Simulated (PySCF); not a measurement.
**TDDFT excited states: C5H2F3NO**

Species: C5H2F3NO.
Geometry (GFN2-xTB, Å), atoms numbered from 1 in this order:
```xyz
12
C5H2F3NO angstrom
N      2.471   -1.655    0.213
C      1.636   -1.096   -0.329
C      0.582   -0.374   -1.010
C     -0.171    0.521   -0.039
C      0.137    1.778    0.125
O      0.410    2.894    0.219
C     -1.225   -0.129    0.805
F     -2.066   -0.865    0.059
F     -0.717   -0.968    1.721
F     -1.970    0.762    1.468
H     -0.114   -1.094   -1.451
H      1.027    0.225   -1.807
```

The calculation used TDDFT CAM-B3LYP/def2-SVPD, vertical, gas phase, core orbitals frozen in the response in PySCF.

```json
{"state": "S1", "E (eV)": "3.74", "λ (nm)": "331.5", "ν̃ (cm⁻¹)": "30170", "f": "0.0001", "main configurations (H = HOMO, L = LUMO)": "H→L (98%)"}
{"state": "S2", "E (eV)": "6.97", "λ (nm)": "177.8", "ν̃ (cm⁻¹)": "56250", "f": "0.0085", "main configurations (H = HOMO, L = LUMO)": "H→L+1 (92%)"}
{"state": "S3", "E (eV)": "7.24", "λ (nm)": "171.2", "ν̃ (cm⁻¹)": "58400", "f": "0.013", "main configurations (H = HOMO, L = LUMO)": "H-1→L (46%), H→L+2 (23%), H-2→L (16%)"}
{"state": "S4", "E (eV)": "7.32", "λ (nm)": "169.5", "ν̃ (cm⁻¹)": "59010", "f": "0.021", "main configurations (H = HOMO, L = LUMO)": "H-1→L (32%), H-2→L (30%), H→L+2 (20%)"}
{"state": "S5", "E (eV)": "7.71", "λ (nm)": "160.9", "ν̃ (cm⁻¹)": "62170", "f": "0.114", "main configurations (H = HOMO, L = LUMO)": "H→L+2 (36%), H-2→L (33%)"}
{"state": "S6", "E (eV)": "7.98", "λ (nm)": "155.4", "ν̃ (cm⁻¹)": "64350", "f": "0.034", "main configurations (H = HOMO, L = LUMO)": "H→L+4 (14%), H→L+3 (13%), H-2→L+4 (10%)"}
{"state": "S7", "E (eV)": "8.19", "λ (nm)": "151.3", "ν̃ (cm⁻¹)": "66080", "f": "0.0016", "main configurations (H = HOMO, L = LUMO)": "H→L+4 (16%), H→L+3 (16%), H-1→L+1 (8%)"}
{"state": "S8", "E (eV)": "8.37", "λ (nm)": "148.1", "ν̃ (cm⁻¹)": "67540", "f": "0.0073", "main configurations (H = HOMO, L = LUMO)": "H-1→L+1 (18%), H-1→L+5 (11%), H-1→L+4 (10%)"}
```

Triplets, Tamm–Dancoff:

```csv
state,E (eV),λ (nm),"main configurations (H = HOMO, L = LUMO)"
T1,3.39,365.6,H→L (98%)
T2,5.32,233.0,H→L+2 (80%)
T3,6.37,194.6,"H-2→L (21%), H-2→L+5 (10%), H-2→L+4 (10%)"
```

The lowest singlet lies at 3.74 eV (331 nm, ultraviolet) and is dark (f under 0.0005); its leading configuration is HOMO→LUMO (98%). The most intense listed level is S5 at 7.71 eV (161 nm, f = 0.114), 3.97 eV above S1. Löwdin shares by element: HOMO carbon 64% or more, oxygen 21% (atoms not listed hold the other 15%); LUMO carbon 55% or more, oxygen 32%. The oscillator strengths of these states sum to 0.201; summed over the whole spectrum of an exact calculation they would give the number of electrons, 74 (Thomas–Reiche–Kuhn). Of the 8 states listed, 4 reach f = 0.01 and 1 stays under 0.0005. The listed states span 4.63 eV, and the widest gap between neighbours is 3.23 eV (S1 to S2). Singlets were solved by full linear response, triplets in the Tamm–Dancoff approximation.

The run took 57 s on one thread, Intel Xeon Platinum 8488C (x86_64) (shared host), and the process peaked at 1.0 GiB of memory.

One conformer stands for the species.
